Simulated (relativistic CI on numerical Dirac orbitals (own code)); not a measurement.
## Forbidden transitions in Gd XXXI

Calculated at this level of theory: Dirac-Coulomb-Breit CI, separate exchange-only KLI orbitals for each configuration, a model potential for QED, unscaled Slater integrals (own radial code, finite nucleus).

Configurations in the expansion (outside the closed core [Ar] 3d10): 4s²4p⁴, 4s4p⁵, 4s²4p³4d, 4p⁶, 4s4p⁴4d, 4s²4p³4f, 4s4p⁴4f, 4p⁵4d, 4s4p³4d², 4s²4p²4d4f, 4p⁵4f, 4s²4p³5s, 4p⁴4d4f, 4p⁵5s, 4s4p³4f², 4s²4p³5p, 4s4p³4d5s, 4s²4p²4f5s, 4s4p⁴5s, 4s²4p³5d, 4s4p⁴5p, 4s²4p³5f, 4s²4p³5g, 4s4p⁴5d, 4p⁴4f5s, 4s²4p³6s, 4s4p⁴5f, 4s²4p²4d², 4s²4p4d³, 4s4p²4d³, 4s²4p4d²4f, 4s4p²4d²4f, 4s²4p4d²5s, 4p⁴4d², 4p³4d³, 4p³4d²4f, 4p³4d²5s, 4s²4p²4d5s, 4s4p²4d²5s, 4s²4p4d4f5s, 4s4p²4d4f5s, 4s²4p4d5s², 4p⁴4d5s, 4p³4d4f5s, 4p³4d5s², 4s²4p²5s², 4s4p²4d5s², 4s²4p4f5s², 4s4p²4f5s². Double excitations out of closed p, d and f shells are left out; levels of such configurations are missing from the list, as are those of other unlisted configurations, and high levels can miss mixing partners. These lack a partner that the ground configuration has and come out too high: 4s²4p³5p, 4s²4p³5d, 4s4p⁴5p, 4s²4p³5f, 4s²4p³5g.

| λ vac (nm) | Lower | Upper | Type | A (s⁻¹) | gf | Branching (%) |
| --- | --- | --- | --- | --- | --- | --- |
| 9.7290 | 4s²4p⁴ ³P2 [1] | 4s²4p³4d ³F°4 [11] | M2 | 2.37e+03 | 3.02e-08 | 44.3 |
| 9.9784 | 4s²4p⁴ ¹D2 [4] | 4s²4p³4d ³F°4 [26] | M2 | 3.31e+03 | 4.45e-08 | 3.0 |
| 22.710 | 4s²4p³4d ³F°3 [19] | 4s²4p³4d ³F°4 [40] | M1 | 2.92e+04 | 2.03e-06 | 2.4 |
| 24.454 | 4s²4p³4d ³G°4 [22] | 4s²4p³4d ³F°4 [40] | M1 | 3.09e+04 | 2.50e-06 | 2.5 |
| 25.427 | 4s²4p³4d ³D°3 [23] | 4s²4p³4d ³F°4 [40] | M1 | 1.45e+05 | 1.27e-05 | 11.9 |
| 25.971 | 4s²4p³4d ⁵D°4 [24] | 4s²4p³4d ³F°4 [40] | M1 | 5.92e+05 | 5.38e-05 | 48.4 |
| 26.039 | 4s²4p⁴ ³P1 [3] | 4s²4p⁴ ³P0 [5] | M1 | 1.77e+06 | 1.80e-05 | 97.6 |
| 27.863 | 4s²4p³4d ³F°3 [10] | 4s²4p³4d ⁵D°4 [24] | M1 | 3.31e+04 | 3.47e-06 | 6.6 |
| 27.868 | 4s²4p⁴ ³P2 [1] | 4s²4p⁴ ¹D2 [4] | E2 | 1.28e+04 | 7.43e-07 | 3.3 |
| 27.868 | 4s²4p⁴ ³P2 [1] | 4s²4p⁴ ¹D2 [4] | M1 | 3.71e+05 | 2.16e-05 | 96.2 |
| 28.304 | 4s²4p⁴ ¹D2 [4] | 4s²4p⁴ ³P0 [5] | E2 | 4.21e+04 | 5.06e-07 | 2.3 |
| 28.549 | 4s²4p³4d ³F°4 [26] | 4s²4p³4d ³F°4 [40] | M1 | 7.09e+04 | 7.80e-06 | 5.8 |
| 28.999 | 4s²4p³4d ³F°4 [11] | 4s²4p³4d ³G°5 [27] | E2 | 5.95e+03 | 8.25e-07 | 5.1 |
| 28.999 | 4s²4p³4d ³F°4 [11] | 4s²4p³4d ³G°5 [27] | M1 | 1.05e+05 | 1.45e-05 | 89.7 |
| 29.535 | 4s²4p³4d ³G°5 [27] | 4s²4p³4d ³F°4 [40] | M1 | 1.55e+05 | 1.83e-05 | 12.7 |
| 29.849 | 4s²4p³4d ³F°3 [10] | 4s²4p³4d ³G°4 [22] | E2 | 5.68e+03 | 6.83e-07 | 5.0 |
| 29.849 | 4s²4p³4d ³F°3 [10] | 4s²4p³4d ³G°4 [22] | M1 | 7.69e+04 | 9.24e-06 | 67.0 |
| 30.017 | 4s²4p³4d ³F°4 [11] | 4s²4p³4d ³F°4 [26] | E2 | 4.22e+03 | 5.13e-07 | 3.9 |
| 30.017 | 4s²4p³4d ³F°4 [11] | 4s²4p³4d ³F°4 [26] | M1 | 5.21e+04 | 6.33e-06 | 47.7 |
| 30.478 | 4s²4p⁴ ³P2 [1] | 4s²4p⁴ ³P1 [3] | M1 | 5.65e+05 | 2.36e-05 | 78.9 |
| 33.515 | 4s²4p³4d ³F°4 [11] | 4s²4p³4d ⁵D°4 [24] | M1 | 3.69e+05 | 5.59e-05 | 73.1 |
| 36.431 | 4s²4p³4d ³F°4 [11] | 4s²4p³4d ³G°4 [22] | M1 | 1.83e+04 | 3.28e-06 | 16.0 |
| 37.053 | 4s²4p⁴ ¹S0 [2] | 4s²4p⁴ ³P1 [3] | M1 | 1.44e+05 | 8.91e-06 | 20.2 |
| 37.817 | 4s²4p³4d ³F°3 [34] | 4s²4p³4d ³F°4 [40] | M1 | 5.49e+04 | 1.06e-05 | 4.5 |
| 39.897 | 4s²4p³4d ³D°3 [14] | 4s²4p³4d ³F°4 [26] | M1 | 3.88e+04 | 8.34e-06 | 35.6 |
| 45.996 | 4s²4p³4d ¹F°3 [37] | 4s²4p³4d ³F°4 [40] | M1 | 8.10e+04 | 2.31e-05 | 6.6 |
| 46.322 | 4s²4p³4d ³D°3 [14] | 4s²4p³4d ⁵D°4 [24] | M1 | 9.89e+04 | 2.86e-05 | 19.6 |
| 52.084 | 4s²4p³4d ³D°3 [14] | 4s²4p³4d ³G°4 [22] | M1 | 9.98e+03 | 3.65e-06 | 8.7 |
| 142.15 | 4s²4p³4d ³G°4 [22] | 4s²4p³4d ³G°5 [27] | M1 | 4.22e+03 | 1.41e-05 | 3.6 |
| 165.21 | 4s²4p³4d ³F°3 [10] | 4s²4p³4d ³F°4 [11] | M1 | 2.95e+03 | 1.09e-05 | 55.3 |

Terms are leading LS components. Brackets give the number of a level in order of energy, since labels repeat. The list gives strong lines, with weight on those to low levels, among the lowest 400 of 10723 levels, so that lines to higher ones, which can be the strongest, are missing. Levels whose partners in the same complex of configurations lie outside the list can be far off, and so can their lines. Rates are taken at the computed energies, electric ones in the length gauge.

At this charge energies of transitions that change n are usually good to better than 1 %, and those within a shell (Δn = 0) to a few per cent.

LS names give the leading component of a level, which can be under half, so a name can repeat, a term be missing and a line seem to break the LS rules.
